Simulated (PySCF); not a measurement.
4,4-difluorobuta-1,2-diene (C₄H₄F₂), SMILES C(=CC(F)F)=C. Heavy atoms are numbered as in [CH2:1]=[C:2]=[CH:3][CH:4]([F:5])[F:6]. Hydrogens are named by the atom that carries them.

Geometry: r2SCAN-D4/def2-SVP. The values are those of a single conformer.

All values below come from B3LYP/pcSseg-1 (PySCF).

GIAO shieldings, no solvent; atoms alike by connectivity are averaged. δ = σ(ref) − σ: ¹³C against TMS (σ = 181.3 ppm); ¹⁹F against CFCl3 (σ = 161.7 ppm); ¹H against TMS (σ = 31.68 ppm), references at their B3LYP-D3(BJ)/def2-TZVP geometries, non-relativistic.

Computed chemical shifts:
```json
[
 {"nucleus": "¹³C", "atoms": "C2", "count": "1", "δ (ppm)": "229.5"},
 {"nucleus": "¹³C", "atoms": "C4 (CH)", "count": "1", "δ (ppm)": "125.7"},
 {"nucleus": "¹³C", "atoms": "C3 (CH)", "count": "1", "δ (ppm)": "97.4"},
 {"nucleus": "¹³C", "atoms": "C1 (CH2)", "count": "1", "δ (ppm)": "85.4"},
 {"nucleus": "¹⁹F", "atoms": "F5", "count": "2", "δ (ppm)": "-123.7"},
 {"nucleus": "¹H", "atoms": "H on C4", "count": "1", "δ (ppm)": "6.41"},
 {"nucleus": "¹H", "atoms": "H on C3", "count": "1", "δ (ppm)": "5.93"},
 {"nucleus": "¹H", "atoms": "H on C1", "count": "2", "δ (ppm)": "5.53"}
]
```
